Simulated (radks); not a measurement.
Values are calculated unless marked as measured or tabulated.
Ionisation of Pm, [Xe] 4f5 6s2, to Pm+, [Xe] 4f5 6s1, under several functionals. Dirac Kohn-Sham, spin-unpolarised, spherical densities, point nucleus; open shells fill j = l - 1/2 first; a radial shooting solver on a logarithmic mesh with Libxc functionals.

| functional | E(Pm) (hartree) | Exc (hartree) | IE (eV) | -e(HOMO) (eV) | <r> HOMO (bohr) | IE error (eV) |
|---|---|---|---|---|---|---|
| exchange-only PBE | -10023.8004 | -226.2592 | 5.320 | 1.256 | 1.076 | -0.262 |
| exchange-only B88 | -10024.8074 | -227.2829 | 5.299 | 1.266 | 1.075 | -0.283 |
| PBE | -10027.1750 | -229.6901 | 5.868 | 2.243 | 1.064 | +0.286 |
| AM05 | -10020.3870 | -222.8352 | 5.823 | 2.296 | 1.061 | +0.241 |
| revPBE | -10027.4559 | -229.9747 | 5.790 | 2.220 | 1.063 | +0.208 |
| LDA (Slater exchange, Perdew-Wang correlation) | -10020.1153 | -222.5606 | 6.064 | 2.437 | 1.062 | +0.482 |
| BP86 | -10028.6776 | -231.2083 | 6.037 | 2.352 | 1.064 | +0.455 |

NIST Atomic Spectra Database: 5.582 eV (measured). Closest: revPBE. The Delta-SCF values span 0.76 eV, the total energies 8.56 hartree. The highest occupied level is 4f5/2. Spin polarisation and multiplet splitting are left out, so open shells lie too high by an amount that depends on their filling.

Beside tabulated values, note that spin-unpolarised runs miss the spin-polarisation part of the exchange energy of open shells.
